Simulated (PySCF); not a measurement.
Mg(F)(NH2) (FH2MgN), SMILES [Mg]([NH2])[F].

The structure is a stationary point at TPSSh-D3(BJ)/def2-TZVP. The values are those of a single conformer.

The numbers are results of PBE/def2-TZVPD run with PySCF, not measurements.

Symmetry labels are those of the subgroup C2v that the program uses (full group C2v).

Computed valence orbital energies around the gap with their symmetry:
| orbital | symmetry | energy (eV) |
|---|---|---|
| HOMO−7 | A1 | -26.49 |
| HOMO−6 | A1 | -19.61 |
| HOMO−5 | B2 | -10.90 |
| HOMO−4 | A1 | -8.87 |
| HOMO−3 | A1 | -8.21 |
| HOMO−2 | B2 | -7.93 |
| HOMO−1 | B1 | -7.91 |
| HOMO | B1 | -5.29 |
| LUMO | A1 | -2.00 |
| LUMO+1 | B2 | -0.46 |
| LUMO+2 | B1 | -0.13 |
| LUMO+3 | A1 | 0.06 |
